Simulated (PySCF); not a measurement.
F5V, charge -1, doublet, at a GFN2-xTB geometry (such geometries of metal compounds can be far from the true shape) (the multiplicity is a formal guess) (in this run its highest filled SCF level lies above zero, so its values depend strongly on the basis, on diffuse functions most of all). Base run: B3LYP/STO-3G run with PySCF.

Geometry (Å):
```xyz
6

V     -0.0440     0.0166     0.0572
F      1.1507    -0.7072     1.2251
F     -1.2734     0.7536    -1.0657
F      0.3089     1.5306     0.6492
F      1.0214    -0.3861    -1.3271
F     -1.0953    -1.2334     0.3725
```
Charge -1, spin multiplicity 2.
Orbitals are unrestricted.
All else is at PySCF's defaults.
Base energy -1426.30592 Eh.

The base run was repeated with changes; each row names its change, and settings that it needs were set with it.

| change | ΔE vs base (µEh) | grid points | electrons on the grid | outcome |
|---|---|---|---|---|
| base | 0.0 | 92216 | 69.00000 | converged |
| grids.radi_method = mura_knowles | -1.8 | 87512 | 69.00000 | converged |
| grids.level = 4 | -12.0 | 174944 | 69.00000 | converged |
| grids.prune = off | 0.4 | 152312 | 69.00000 | converged |
| grids.radi_method = gauss_chebyshev | -0.5 | 90480 | 69.00000 | converged |
| grids.prune = dft.gen_grid.sg1_prune | - | - | - | input refused |
| grids.level = 5 | -4.7 | 265176 | 69.00000 | converged |
| grids.atom_grid = (30, 110) | 240 | 14728 | 68.99805 | converged |
| grids.becke_scheme = stratmann | -16.0 | 92216 | 69.00002 | converged |
| grids.radi_method = delley | -0.5 | 96936 | 69.00000 | converged |
| grids.prune = dft.gen_grid.treutler_prune | 7.0 | 82832 | 69.00000 | converged |

Open shells are given as the SCF converged; they aren't shown to be the lowest states, and a large step between rows can be another state.

- grids.prune = dft.gen_grid.sg1_prune: ended with `IndexError: index 23 is out of bounds for axis 0 with size 19`
